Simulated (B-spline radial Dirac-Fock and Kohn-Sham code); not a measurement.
# Ni⁺ 2s: cross section and angular parameters

System: nickel as Ni⁺, configuration [Ar] 3d9; threshold 1007.2 eV (orbital energy of the model). Method: Dirac-Hartree-Slater photoionisation with a Latter tail; cross sections with all multipoles, angular parameters from the dipole term and its interference with E2. Computed with a B-spline atomic structure program.

For linearly polarised light dσ/dΩ = σ/(4π) [1 + β P₂(cos θ) + (δ + γ cos²θ) sin θ cos φ], with θ from the polarisation vector and φ the angle between the beam and the projection of the electron momentum on the plane normal to the polarisation.

```csv
hν (eV),σ (kb),β,γ
1260,92.1,1.999,0.279
1430,75.3,1.999,0.086
1486.9,70.8,1.999,0.046
1750,53.8,1.999,-0.048
2000,?,?,?
2160,36.9,1.999,-0.053
2260,34.0,1.999,-0.042
2270,33.7,1.999,-0.041
3860,11.7,1.999,0.292
7360,2.73,1.999,1.010
8680,1.84,1.999,1.233
9220,1.59,1.999,1.318
9251.7,1.58,1.999,1.323
11100,1.00,1.999,1.594
12000,0.825,1.999,1.716
13900,0.567,1.998,1.955
15000,0.465,1.998,2.085
```

Question: Give the values at 2000 eV.

Answer: σ = 42.5 kb, β = 1.999, γ = -0.063. For an s subshell δ is negligible.
